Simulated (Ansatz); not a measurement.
System: C4H10Cl2Ge, charge 0, multiplicity 1. 
Geometry from a B3LYP-D3(BJ)/def2-TZVP (Ansatz, a quantum-chemistry and plane-wave program) optimisation:
SMILES: C[CH2][Ge]([Cl])([CH2]C)[Cl]
```xyz
17

C     -1.8920     1.9778     0.8039
C     -1.1948     0.7163     1.3132
Ge    -0.0108    -0.0808    -0.0263
Cl    -1.2431    -0.7451    -1.6984
Cl     0.8951    -1.8595     0.8522
C      1.4287     1.0343    -0.7445
C      2.3644     1.5583     0.3449
H     -2.4965     1.7675    -0.0794
H     -2.5531     2.3904     1.5685
H     -1.1740     2.7567     0.5383
H     -0.5810     0.9220     2.1926
H     -1.9136    -0.0540     1.5944
H      0.9512     1.8494    -1.2922
H      1.9631     0.4249    -1.4739
H      2.8314     0.7395     0.8939
H      3.1618     2.1652    -0.0885
H      1.8340     2.1832     1.0666
```

Total electronic energies in hartree. Valence correlation only, unless marked. No spin-orbit coupling. Frozen are the shells of the preceding noble gas and the d and f shells that filled before the atom's block. Non-relativistic. CBS(X,Y): correlation extrapolated as X^-3; Hartree-Fock from the larger set. The bracket is a focal-point correction in the basis named.

```csv
level,program,energy (Eh)
HF/def2-QZVPPD,Ansatz,-3151.93878
RI-HF/def2-TZVPP,Ansatz,-3151.86457
RI-HF/def2-QZVPPD,Ansatz,-3151.93865
PBE-D4/def2-TZVPD,Ansatz + dftd4,-3155.14711
r2SCAN-D4/def2-TZVPD,Ansatz + dftd4,-3155.88855
PBE0-D3(BJ)/def2-TZVP,Ansatz + dftd3,-3155.30600
PBE0-D3(BJ)/def2-TZVPD,Ansatz + dftd3,-3155.30814
BHLYP-D3(BJ)/def2-TZVPD,Ansatz + dftd3,-3155.95281
r2SCAN0/def2-TZVPD,Ansatz,-3155.84830
MP2/6-31G*,Ansatz,-3152.31306
SCS-MP2/6-31G*,Ansatz,-3152.30156
SCS-MP2/def2-SVP,Ansatz,-3152.03931
SCS-MP2/def2-TZVPP,Ansatz,-3153.06133
CCSD/6-31G*,Ansatz,-3152.39478
"RI-MP2/CBS(def2-TZVPPD,def2-QZVPPD)+[CCSD(T)-MP2]/def2-TZVPPD",Ansatz,-3153.4277
```

Totals of different functionals don't rank their quality; only differences between species are comparable.
